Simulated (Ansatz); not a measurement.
Harmonic frequencies (cm⁻¹) at PBE0-D4/def2-TZVP from Ansatz: 1812.

Which molecule is it?
A. `[CdH+]`
B. `N#[O+]`
C. `S=BCl`
D. `O=[Se]` (triplet)

A.
